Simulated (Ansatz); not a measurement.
The molecule TaF, multiplicity 3 (lowest of 2S+1 = 1, 3, 5, 7 at CCSD(T)/def2-TZVPP on PBE0 minima; our sources give no spin for the ground state, which may be another). No spin–orbit coupling. The T1 diagnostic near the minimum is 0.056, so single-reference values are doubtful.

The constants come from a fifth-degree fit in 1/R (seven points, main isotopes). Runs in def2 and cc sets follow the lowest solution found near the PBE0 minimum.

Codes used: Ansatz (Gaussian orbitals). Values without a source in brackets are computed. In def2 rows elements past Kr take small-core potentials, without spin–orbit coupling.

Energies at BHLYP/def2-TZVPP:

```tsv
R (Å)	E (hartree)
1.680504	-156.66905954
1.725679	-156.67738569
1.767240	-156.68155268
1.814222	-156.68328268
1.861203	-156.68253163
1.915413	-156.67926612
1.978658	-156.67303066
```

### Question
With a reduced mass of 17.1932 u, find the minimum, the force constant and the constants.

### Answer
A fifth-degree polynomial in 1/R puts the minimum at r_e = 1.8219 Å with force constant 467 N/m. Then ω_e = (1/2πc)√(k/μ) = 679 cm⁻¹ and B_e = h/(8π²cμr_e²) = 0.2954 cm⁻¹; the cubic and quartic terms give α_e = 0.0015 and ω_e x_e = 0.81 cm⁻¹.

Ansatz is a program for electronic structure.
